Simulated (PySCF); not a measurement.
Bonds (- single, = double, # triple, : aromatic): C1-B2 1.563 Å, B2-Si3 2.033 Å, B2-B4 1.684 Å, B4-F5 1.330 Å. C1 carries H6, H7, H8; Si3 carries H9, H10, H11; B4 carries H12.

Geometry: PBE0-D3(BJ)/def2-SVP; GIAO shifts from PySCF 2.14.0 with density-fitted response routines, gas phase, non-relativistic, averaged over equivalent atoms.

At PBE0/def2-TZVP (203 basis functions, 25 s wall time on 1 thread of an Arm Neoverse V1, shared host):
```json
{"atoms": "C1", "δ (ppm)": "23.2"}
{"atoms": "B2", "δ (ppm)": "122.5"}
{"atoms": "B4", "δ (ppm)": "70.0"}
{"atoms": "Si3", "δ (ppm)": "-107.4"}
{"atoms": "F5", "δ (ppm)": "13.7"}
{"atoms": "H12", "δ (ppm)": "6.86"}
{"atoms": "H9/H10/H11", "δ (ppm)": "3.93"}
{"atoms": "H6/H7/H8", "δ (ppm)": "1.99"}
```

Chemical shifts δ = σref − σ; TMS for ¹³C (σref 186.65), ²⁹Si (σref 331.56), ¹H (σref 31.48); BF3·OEt2 for ¹¹B (σref 102.62); ¹⁹F (σref 178.85) against CFCl3, all at this level.

What do these become at PBE0/IGLO-III?

Results:


| atoms | δ at PBE0/IGLO-III | change |
| --- | --- | --- |
| C1 | 23.8 | +0.6 |
| B2 | 127.5 | +5.0 |
| B4 | 72.9 | +2.9 |
| Si3 | -106.5 | +0.9 |
| F5 | 12.0 | -1.7 |
| H12 | 6.81 | -0.05 |
| H9/H10/H11 | 3.84 | -0.09 |
| H6/H7/H8 | 2.00 | +0.01 |

References, each an isolated molecule treated in the same way: TMS for ¹³C (σ = 183.78 ppm), ²⁹Si (σ = 345.34 ppm), ¹H (σ = 31.37 ppm); ¹¹B (σ = 99.94 ppm) vs BF3·OEt2; CFCl3 for ¹⁹F (σ = 174.63 ppm).

The largest change is at B2 (boron bonded to C, B, Si). Cost: 254 basis functions, 29 s wall time on 1 thread of an Arm Neoverse V1, shared host.

A carbon bonded to boron is broadened by the quadrupolar boron nucleus and is often missing from a measured spectrum. Unscaled 19F shifts against computed CFCl3 carry errors that often reach 10 to 50 ppm.
